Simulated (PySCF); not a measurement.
Start geometry of TeMe2, `C[Te]C` from GFN2-xTB (Å):
```
atom  x, y, z in Å
Te1    0.067   -0.068   -1.479
C2     1.543   -0.030    0.004
H3     1.425   -0.919    0.590
H4     1.579    0.863    0.634
H5     2.508   -0.026   -0.524
C6    -1.573    0.032   -0.011
H7    -1.473    0.907    0.603
H8    -1.423   -0.839    0.613
H9    -2.520    0.009   -0.456
```

Task: What comes out of this run: PBE0-D3(BJ)/def2-SVP geometry optimisation, gas phase, def2 core potentials past Kr in PySCF 2.14.0?

Result: 
```
atom  x, y, z in Å
Te1    0.008   -0.022   -1.467
C2     1.585   -0.035   -0.003
H3     1.506   -0.932    0.624
H4     1.529    0.872    0.613
H5     2.541   -0.051   -0.543
C6    -1.556    0.020    0.010
H7    -1.475    0.933    0.613
H8    -1.490   -0.871    0.648
H9    -2.516    0.017   -0.522
```

The energy falls by 4.3 kcal/mol over 5 energy and gradient evaluations, the largest force component goes from 0.0430 to 2.6e-04 Eh/bohr, and the atoms move by 0.061 Å rms after alignment. The bond that changes most is Te1–C2 (ends: tellurium bonded to 2 C; carbon bonded to Te and 3 H), which lengthens by 0.060 Å. Bonds longer at the end by more than 0.005 Å: 5 of 8; shorter: 1. Among the angles that change most is Te1–C2–H4, from 116.5° to 109.9°. Rotational constants go from 8205, 6060, 3643 to 8200, 5985, 3623 MHz. The orientation of the end geometry is arbitrary; only internal coordinates are fixed.

The run used 84 basis functions and 35 SCF cycles in all. Time: 12 s wall; peak memory 0.32 GiB. Hardware: Arm Neoverse V2, one thread, shared host with 32 logical CPUs at a one-minute load of 18.

Whether it is a minimum is left open (no frequencies).
